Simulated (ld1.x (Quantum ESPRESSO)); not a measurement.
Logarithmic derivatives: Ar (Z = 18), TM semilocal

ld1.x (Quantum ESPRESSO) 7.5 input, shortened:

```
&input
   title='Ar', zed=18., rel=1, dft='PBESOL', iswitch=3,
   config='[Ne] 3s2 3p3 3d-2'
 /
 &inputp
   pseudotype=1, tm=.true., lloc=1,
   nlcc=.true., new_core_ps=.true.
 /
3
3S  1  0   2.00   0.00  0.85  0.85  0.0
3D  3  2  -2.00   0.10  0.90  0.90  0.0
3P  2  1   3.00   0.00  0.95  0.95  0.0
 &test
   configts(1)='3s2 3p3'
 /
```

The phase is arctan(r·u′/u) with u = r·R(r), unwrapped; energies in Ry, scanned from -7 to 5 Ry. A pole is an energy at which the radial function vanishes at the test radius. The pseudo phase is shifted by a multiple of π to meet the all-electron one at the reference energy, and phase errors are pseudo minus all-electron; the curves can meet again beyond the range given. Levels narrower than the energy grid can be missing from the lists of poles.

Problem. For each channel, where are the poles, and over which energies does the pseudopotential scatter like the atom?

Solution.

| channel | radius (bohr) | reference energy (Ry) | poles, all-electron | poles, pseudo | unbroken range about the reference energy with phases within 0.05 rad | phase error 1 Ry above the reference energy (rad) |
| --- | --- | --- | --- | --- | --- | --- |
| s | 1.05 | -4.81 | none | 2.68 | below -2.6 | -0.009 |
| p | 1.05 | -3.67 | none | none | below -0.3 | -0.005 |
| d | 1.05 | 0.10 | none | none | the whole range | +0.000 |

Phases in the s channel:

```json
{"E (Ry)": "-7.00", "all-electron": "0.808", "pseudo": "0.796"}
{"E (Ry)": "-6.48", "all-electron": "0.729", "pseudo": "0.720"}
{"E (Ry)": "-5.96", "all-electron": "0.632", "pseudo": "0.627"}
{"E (Ry)": "-5.44", "all-electron": "0.515", "pseudo": "0.513"}
{"E (Ry)": "-4.92", "all-electron": "0.374", "pseudo": "0.374"}
{"E (Ry)": "-4.40", "all-electron": "0.207", "pseudo": "0.206"}
{"E (Ry)": "-3.88", "all-electron": "0.020", "pseudo": "0.012"}
{"E (Ry)": "-3.36", "all-electron": "-0.178", "pseudo": "-0.199"}
{"E (Ry)": "-2.84", "all-electron": "-0.373", "pseudo": "-0.412"}
{"E (Ry)": "-2.32", "all-electron": "-0.551", "pseudo": "-0.611"}
{"E (Ry)": "-1.80", "all-electron": "-0.705", "pseudo": "-0.785"}
{"E (Ry)": "-1.28", "all-electron": "-0.834", "pseudo": "-0.932"}
{"E (Ry)": "-0.76", "all-electron": "-0.941", "pseudo": "-1.055"}
{"E (Ry)": "-0.24", "all-electron": "-1.028", "pseudo": "-1.158"}
{"E (Ry)": "0.28", "all-electron": "-1.101", "pseudo": "-1.247"}
{"E (Ry)": "0.80", "all-electron": "-1.161", "pseudo": "-1.325"}
{"E (Ry)": "1.32", "all-electron": "-1.212", "pseudo": "-1.395"}
{"E (Ry)": "1.84", "all-electron": "-1.255", "pseudo": "-1.462"}
{"E (Ry)": "2.36", "all-electron": "-1.293", "pseudo": "-1.529"}
{"E (Ry)": "2.88", "all-electron": "-1.325", "pseudo": "-1.599"}
{"E (Ry)": "3.40", "all-electron": "-1.353", "pseudo": "-1.677"}
{"E (Ry)": "3.92", "all-electron": "-1.379", "pseudo": "-1.772"}
{"E (Ry)": "4.44", "all-electron": "-1.401", "pseudo": "-1.895"}
{"E (Ry)": "4.96", "all-electron": "-1.421", "pseudo": "-2.072"}
```
